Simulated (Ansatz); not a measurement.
A short molecular-dynamics run on BrF₂Si (`F[Si](F)Br`) radical.

```yaml
crystal:
  periodic: [false, false, false]
  atoms:
    - {symbol: F, position_ang: [1.361897, 0.144616, 0.763555]}
    - {symbol: Si, position_ang: [0.249170, -0.376864, -0.238523]}
    - {symbol: F, position_ang: [-0.805103, -1.179840, 0.632109]}
    - {symbol: Br, position_ang: [-0.750364, 1.351689, -1.177441]}
basis:
  gaussian: {orbitals: "6-31G*"}
magnetization: {spin_polarized: true, initial_magnetization: 1}
hamiltonian: {xc: {name: PBE}, dispersion: d3bj}
md: {timestep: 2 fs, n_steps: 30, ensemble: nve, temperature: 1000, initial_velocities: maxwell_boltzmann, seed: 840}
```

```sh
$ ansatz run in.yaml --threads 4 --pin off --events-out ev --progress --plain --max-ram 10444MiB
```

```
step  time (fs)  potential energy (eV)  kinetic (eV)  T (K)  conserved (eV)
   0        0.0            -83332.4059        0.2585   1000     -83332.1474
   1        2.0            -83332.3828        0.2357    912     -83332.1470
   2        4.0            -83332.3596        0.2127    823     -83332.1469
   3        6.0            -83332.3383        0.1913    740     -83332.1470
   4        8.0            -83332.3177        0.1705    659     -83332.1472
   5       10.0            -83332.2959        0.1487    575     -83332.1472
   6       12.0            -83332.2733        0.1264    489     -83332.1469
   7       14.0            -83332.2533        0.1067    413     -83332.1466
   8       16.0            -83332.2411        0.0948    367     -83332.1463
   9       18.0            -83332.2409        0.0947    366     -83332.1462
  10       20.0            -83332.2545        0.1081    418     -83332.1463
  11       22.0            -83332.2796        0.1330    514     -83332.1467
  12       24.0            -83332.3113        0.1643    635     -83332.1471
  13       26.0            -83332.3430        0.1955    756     -83332.1475
  14       28.0            -83332.3681        0.2204    853     -83332.1477
  15       30.0            -83332.3822        0.2344    907     -83332.1478
  16       32.0            -83332.3834        0.2356    912     -83332.1477
  17       34.0            -83332.3727        0.2252    871     -83332.1475
  18       36.0            -83332.3535        0.2064    798     -83332.1472
  19       38.0            -83332.3302        0.1833    709     -83332.1469
  20       40.0            -83332.3066        0.1599    618     -83332.1468
  21       42.0            -83332.2850        0.1383    535     -83332.1467
  22       44.0            -83332.2656        0.1188    459     -83332.1468
  23       46.0            -83332.2473        0.1004    388     -83332.1469
  24       48.0            -83332.2287        0.0817    316     -83332.1469
  25       50.0            -83332.2093        0.0625    242     -83332.1469
  26       52.0            -83332.1903        0.0436    169     -83332.1467
  27       54.0            -83332.1738        0.0273    106     -83332.1465
  28       56.0            -83332.1629        0.0165     64     -83332.1464
  29       58.0            -83332.1600        0.0137     53     -83332.1463
  30       60.0            -83332.1666        0.0204     79     -83332.1463
```

Velocities are drawn at the set temperature; a run this short doesn't reach equilibrium.

Frames (Å, forces in eV/Å):

```xyz
4
time=0.0 fs
F     1.362    0.145    0.764    0.861    0.376    0.701
Si    0.249   -0.377   -0.239    0.173   -0.180   -1.034
F    -0.805   -1.180    0.632   -0.784   -0.630    0.601
Br   -0.750    1.352   -1.177   -0.249    0.434   -0.267
4
time=2.0 fs
F     1.367    0.130    0.766    0.890    0.455    0.760
Si    0.240   -0.359   -0.234    0.468   -0.410   -1.181
F    -0.797   -1.182    0.628   -0.978   -0.718    0.747
Br   -0.750    1.349   -1.179   -0.380    0.673   -0.326
4
time=4.0 fs
F     1.374    0.117    0.769    0.811    0.485    0.721
Si    0.231   -0.341   -0.230    0.763   -0.678   -1.125
F    -0.791   -1.185    0.626   -1.058   -0.724    0.798
Br   -0.750    1.347   -1.180   -0.516    0.917   -0.393
4
time=6.0 fs
F     1.383    0.105    0.774    0.637    0.477    0.596
Si    0.223   -0.324   -0.229    1.033   -0.997   -0.880
F    -0.787   -1.190    0.626   -1.019   -0.637    0.749
Br   -0.751    1.345   -1.182   -0.651    1.157   -0.466
4
time=8.0 fs
F     1.393    0.094    0.781    0.397    0.447    0.414
Si    0.217   -0.309   -0.228    1.259   -1.359   -0.494
F    -0.785   -1.196    0.627   -0.880   -0.467    0.616
Br   -0.751    1.344   -1.184   -0.776    1.380   -0.537
4
time=10.0 fs
F     1.403    0.083    0.788    0.130    0.410    0.208
Si    0.212   -0.295   -0.228    1.428   -1.737   -0.038
F    -0.784   -1.203    0.629   -0.676   -0.240    0.428
Br   -0.752    1.343   -1.186   -0.882    1.566   -0.597
4
time=12.0 fs
F     1.414    0.074    0.795   -0.128    0.377    0.006
Si    0.209   -0.284   -0.229    1.531   -2.084    0.412
F    -0.785   -1.211    0.632   -0.446    0.010    0.218
Br   -0.754    1.343   -1.188   -0.957    1.698   -0.637
4
time=14.0 fs
F     1.425    0.065    0.803   -0.352    0.350   -0.167
Si    0.209   -0.276   -0.228    1.561   -2.357    0.794
F    -0.788   -1.218    0.636   -0.220    0.249    0.017
Br   -0.755    1.344   -1.191   -0.990    1.758   -0.644
4
time=16.0 fs
F     1.435    0.057    0.810   -0.522    0.332   -0.296
Si    0.210   -0.271   -0.227    1.516   -2.521    1.062
F    -0.790   -1.226    0.639   -0.020    0.453   -0.153
Br   -0.758    1.346   -1.194   -0.974    1.736   -0.613
4
time=18.0 fs
F     1.444    0.050    0.817   -0.631    0.321   -0.375
Si    0.214   -0.269   -0.224    1.398   -2.557    1.195
F    -0.793   -1.232    0.642    0.140    0.606   -0.279
Br   -0.761    1.349   -1.198   -0.907    1.629   -0.541
4
time=20.0 fs
F     1.452    0.043    0.822   -0.676    0.316   -0.400
Si    0.220   -0.271   -0.219    1.214   -2.465    1.188
F    -0.795   -1.237    0.645    0.254    0.702   -0.356
Br   -0.764    1.352   -1.201   -0.793    1.447   -0.432
4
time=22.0 fs
F     1.458    0.037    0.828   -0.660    0.317   -0.373
Si    0.227   -0.277   -0.213    0.979   -2.260    1.050
F    -0.797   -1.240    0.647    0.322    0.739   -0.383
Br   -0.767    1.356   -1.205   -0.641    1.205   -0.295
4
time=24.0 fs
F     1.463    0.031    0.832   -0.588    0.322   -0.298
Si    0.235   -0.285   -0.206    0.712   -1.966    0.801
F    -0.798   -1.242    0.648    0.341    0.719   -0.361
Br   -0.771    1.361   -1.209   -0.466    0.926   -0.141
4
time=26.0 fs
F     1.467    0.027    0.836   -0.469    0.332   -0.186
Si    0.245   -0.296   -0.197    0.435   -1.609    0.465
F    -0.798   -1.243    0.649    0.314    0.646   -0.296
Br   -0.776    1.366   -1.213   -0.279    0.631    0.017
4
time=28.0 fs
F     1.470    0.023    0.839   -0.319    0.345   -0.047
Si    0.255   -0.310   -0.188    0.173   -1.214    0.072
F    -0.798   -1.242    0.649    0.241    0.529   -0.192
Br   -0.780    1.372   -1.217   -0.095    0.340    0.168
4
time=30.0 fs
F     1.472    0.019    0.842   -0.156    0.360    0.100
Si    0.266   -0.325   -0.178   -0.051   -0.804   -0.344
F    -0.797   -1.240    0.648    0.128    0.377   -0.061
Br   -0.784    1.378   -1.221    0.079    0.067    0.305
4
time=32.0 fs
F     1.474    0.017    0.845   -0.002    0.372    0.235
Si    0.276   -0.341   -0.169   -0.220   -0.397   -0.746
F    -0.796   -1.237    0.648   -0.013    0.205    0.088
Br   -0.788    1.383   -1.225    0.236   -0.180    0.423
4
time=34.0 fs
F     1.476    0.015    0.849    0.119    0.375    0.339
Si    0.286   -0.358   -0.161   -0.325   -0.008   -1.095
F    -0.795   -1.234    0.647   -0.167    0.029    0.237
Br   -0.793    1.389   -1.229    0.373   -0.396    0.519
4
time=36.0 fs
F     1.478    0.013    0.854    0.189    0.363    0.394
Si    0.295   -0.374   -0.155   -0.368    0.350   -1.359
F    -0.794   -1.231    0.647   -0.311   -0.131    0.370
Br   -0.797    1.394   -1.232    0.491   -0.582    0.595
4
time=38.0 fs
F     1.480    0.013    0.859    0.196    0.331    0.390
Si    0.305   -0.391   -0.150   -0.367    0.662   -1.508
F    -0.794   -1.228    0.648   -0.419   -0.254    0.467
Br   -0.800    1.399   -1.235    0.590   -0.739    0.652
4
time=40.0 fs
F     1.483    0.013    0.865    0.143    0.278    0.326
Si    0.313   -0.406   -0.148   -0.347    0.918   -1.530
F    -0.795   -1.226    0.650   -0.467   -0.327    0.512
Br   -0.804    1.404   -1.238    0.672   -0.869    0.692
4
time=42.0 fs
F     1.486    0.014    0.872    0.039    0.206    0.210
Si    0.321   -0.420   -0.147   -0.336    1.111   -1.425
F    -0.797   -1.225    0.652   -0.442   -0.342    0.497
Br   -0.807    1.409   -1.240    0.739   -0.976    0.718
4
time=44.0 fs
F     1.489    0.015    0.880   -0.099    0.121    0.057
Si    0.329   -0.433   -0.149   -0.355    1.243   -1.212
F    -0.800   -1.224    0.656   -0.341   -0.301    0.422
Br   -0.810    1.412   -1.242    0.795   -1.064    0.734
4
time=46.0 fs
F     1.492    0.017    0.887   -0.250    0.030   -0.116
Si    0.336   -0.443   -0.152   -0.413    1.320   -0.919
F    -0.803   -1.223    0.661   -0.177   -0.217    0.295
Br   -0.812    1.416   -1.244    0.839   -1.134    0.740
4
time=48.0 fs
F     1.495    0.018    0.894   -0.396   -0.058   -0.291
Si    0.343   -0.452   -0.156   -0.506    1.353   -0.584
F    -0.807   -1.223    0.666    0.027   -0.106    0.134
Br   -0.814    1.419   -1.245    0.875   -1.188    0.741
4
time=50.0 fs
F     1.497    0.020    0.901   -0.523   -0.137   -0.454
Si    0.348   -0.460   -0.162   -0.624    1.354   -0.241
F    -0.811   -1.224    0.671    0.244    0.012   -0.041
Br   -0.816    1.421   -1.246    0.903   -1.230    0.736
4
time=52.0 fs
F     1.497    0.021    0.906   -0.622   -0.200   -0.593
Si    0.353   -0.465   -0.167   -0.751    1.335    0.075
F    -0.814   -1.224    0.677    0.449    0.124   -0.212
Br   -0.817    1.423   -1.247    0.924   -1.259    0.729
4
time=54.0 fs
F     1.497    0.022    0.911   -0.685   -0.244   -0.699
Si    0.357   -0.468   -0.173   -0.873    1.304    0.341
F    -0.816   -1.224    0.682    0.621    0.218   -0.362
Br   -0.818    1.424   -1.247    0.937   -1.278    0.721
4
time=56.0 fs
F     1.495    0.022    0.914   -0.710   -0.265   -0.766
Si    0.360   -0.470   -0.178   -0.981    1.266    0.537
F    -0.817   -1.224    0.686    0.746    0.286   -0.482
Br   -0.818    1.424   -1.247    0.945   -1.287    0.711
4
time=58.0 fs
F     1.491    0.022    0.915   -0.695   -0.264   -0.791
Si    0.362   -0.470   -0.182   -1.067    1.224    0.653
F    -0.817   -1.223    0.689    0.817    0.326   -0.563
Br   -0.818    1.424   -1.247    0.946   -1.286    0.701
4
time=60.0 fs
F     1.487    0.021    0.915   -0.641   -0.239   -0.773
Si    0.362   -0.468   -0.186   -1.126    1.180    0.683
F    -0.815   -1.221    0.691    0.827    0.334   -0.601
Br   -0.817    1.423   -1.246    0.940   -1.275    0.691
```

Hardware: 4 threads of an Intel Xeon Platinum 8488C on a shared host. Wall time 15 s, peak host memory 0.19 GiB.
